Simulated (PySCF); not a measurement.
Which determinant of GaPb⁺ lies lowest?

Unrestricted PBE0; Ga cc-pVDZ-PP with ECP10, Pb cc-pVDZ-PP with ECP60; scalar-relativistic core potentials (PySCF 2.14). Outer shells of the fragments: Ga+ 3d10 4s2; Pb 5d10 6s2 6p2.

Followed along the bond (rough minima from three points):

| 2Ms+1 | unpaired | ⟨S²⟩ at the start | R at minimum (Å) | Te (eV) |
| --- | --- | --- | --- | --- |
| 3 | σ ↑, π ↑ | 2.01 | 3.13 | 0.00 |
| 1 | σ ↑, π ↓ | 1.01 | 3.12 | 0.22 |
| 1 | none | 0.00 | 3.35 | 0.37 |
| 3 | π ↑↑ | 2.00 | 2.76 | 0.54 |
| 1 | π ↑↓ | 1.00 | 2.77 | 0.77 |

Solutions found at the starting distance of 2.700 Å, counted from the lowest of them; the search is not exhaustive and high or unbound solutions are not listed, so other states can lie among these:

```
2Ms+1    unpaired   term  E (eV)  ⟨S²⟩  ⟨Lz²⟩  μ (D)
    3    σ ↑, π ↑     ³Π    0.00  2.01   1.00  -2.58
    1    σ ↑, π ↓  mixed    0.20  1.01   1.00  -2.57
    3        π ↑↑    ³Σ⁻    0.30  2.00   0.00  -3.62
    1        π ↑↓  mixed    0.52  1.00   2.01  -3.47
    1        none    ¹Σ⁺    0.89  0.00   0.00  -0.94
    1        none  mixed    1.09  0.00   2.00  -3.15
    3        π ↑↑  mixed    2.53  2.01   2.01  -0.71
    3  σ ↑↑, π ↑↓  mixed    4.65  3.01   2.01  -3.31
    3        σ ↑↑    ³Σ⁺    5.00  2.00   0.00  -0.19
    3        σ ↑↑  mixed    5.10  2.31   2.00  -2.98
    3  σ ↑↑↑, π ↓  mixed    9.24  3.00   1.00  -3.64
```

A term symbol is given only where ⟨S²⟩ and ⟨Lz²⟩ are close to those of a pure state; real π, δ and φ orbitals otherwise mix terms. A positive dipole points towards Pb; it is taken about the centre of mass and depends on that origin.

Spin–orbit coupling is left out, which matters for elements this heavy, above all for dissociation energies.
